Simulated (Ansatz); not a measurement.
Gas-phase electronic energies from Ansatz, PBE0-D4/def2-TZVP geometries. CBS: MP2 limit from def2 TZ/QZ plus the TZ coupled-cluster correction, frozen cores. DFT in def2-TZVPP. Each species was taken in one conformer, which may not be the lowest.

Reaction (substitution at a C–C bond): `CCCCc1ccccc1` + `CCS` → `CCSc1ccccc1` + `CCCC`

CCSD(T)/CBS gives +2.1 kJ/mol.

Question: Another level gave +1.6 kJ/mol. Which?
A. r2SCAN-D4/def2-TZVPP
B. HF/def2-TZVPP
C. SCS-MP2/def2-TZVPP
D. CCSD/def2-TZVPP

Answer: C. SCS-MP2/def2-TZVPP 1.6, r2SCAN-D4 -5.6, HF/def2-TZVPP 13.6, CCSD/def2-TZVPP 7.8 kJ/mol.

Largest T1 diagnostic among the species: 0.011.

From PBE to PBE0 (25 % exact exchange), in def2-TZVPP and without D4, ΔE moves by +4.9 kJ/mol. In def2-TZVPP, CCSD(T) changes the Hartree–Fock value by −9.5 kJ/mol (the triples alone add −3.7 kJ/mol) and MP2 by −15.3 kJ/mol.
